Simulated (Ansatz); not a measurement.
Species: BI2, SMILES `I[B]I` (charge 0, multiplicity 2).

Give a relaxed geometry from CAM-B3LYP-D3(BJ)/def2-TZVP (Ansatz, an electronic-structure program).

the end point of this relaxation (outside a Z-matrix the atoms follow the SMILES, hydrogens last).
Cartesian coordinates (Å) in one orientation:
```xyz
3

I     -1.882    -0.300     0.000
B      0.000     0.599     0.000
I      1.882    -0.299     0.000
```
